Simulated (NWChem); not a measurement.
WO, triplet; SMILES [O]=[W]

Results from NWChem. Spin-unrestricted. Geometry: optimised at PBE0-D3(BJ)/def2-TZVP, spin-unrestricted. No stability test was run on the SCF state. def2 effective core potentials on W; no spin-orbit coupling. Vertical excitations in the gas phase. Excited states of an open shell can be spin-contaminated.

Question: What does the run give for B3LYP/def2-SVPD, TDA? Quantities: lowest excitation (eV); lowest empty minus highest occupied level, either spin (eV).

Answer: 
- lowest excitation (eV): 1.36
- lowest empty minus highest occupied level, either spin (eV): 2.77
